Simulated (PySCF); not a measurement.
Compound: C5H9FP (charge +1).
Z-matrix (Å and degrees, PBE0-D3(BJ)/def2-SVP geometry), rows numbered from 1:
```
C 
P   1  1.7923
C   2  1.8252  1  112.52
C   3  1.5042  2  101.80  1  -100.47
C   4  1.3372  3  116.45  2   -13.19
F   5  1.3092  4  124.74  3  -178.82
C   5  1.5080  4  119.40  3     0.46
H   1  1.1002  2  109.67  3   -65.64
H   1  1.1001  2  109.93  3   174.10
H   1  1.1005  2  108.56  3    54.12
H   2  1.4100  1  109.46  3   125.99
H   3  1.1024  2  110.15  1    20.47
H   3  1.1043  2  110.60  1   138.83
H   4  1.0917  3  121.26  2   168.54
H   7  1.1040  2  111.84  1  -139.43
H   7  1.1022  2  111.90  1   -18.44
```

All values: PBE0/pcSseg-1 (PySCF, non-relativistic), on one gas-phase PBE0-D3(BJ)/def2-SVP geometry that isn't relaxed in the solvent. The solvent is an IEF-PCM continuum (Bondi radii, 1.10 Å for H, scaled by 1.2). Only the electrostatic response of the medium enters.

```csv
run,E − E(gas) (kcal/mol),HOMO (eV),HOMO–LUMO gap (eV)
gas,0.00,-11.81,7.19
P,-51.74,-8.15,7.48
Q,-59.50,-7.66,7.52
```

Q: The runs were made in tetrahydrofuran and water. Which run belongs to which solvent?

A: P = tetrahydrofuran, Q = water. The dielectric constants are 7.426 (tetrahydrofuran), 78.36 (water), and the energy falls further as ε rises. In this model the ground state sees the solvent through ε alone.

Q: How constant is the ratio of the lowering to 1 − 1/ε?

A: 
```tsv
solvent	1 − 1/ε	E − E(gas) (kcal/mol)	ratio (kcal/mol)	polarisation term (kcal/mol)
tetrahydrofuran	0.865	-51.74	-59.8	-52.94
water	0.987	-59.50	-60.3	-61.35
```

The ratio changes by +0.8 % in size from tetrahydrofuran to water. The polarisation term is half the interaction of the solute with the induced surface charges.

The run took 19 s wall on Arm Neoverse V1, one thread (shared host), and the process peaked at 1.0 GiB of memory. This is the whole shielding run at PBE0/pcSseg-1 in water, SCF included.
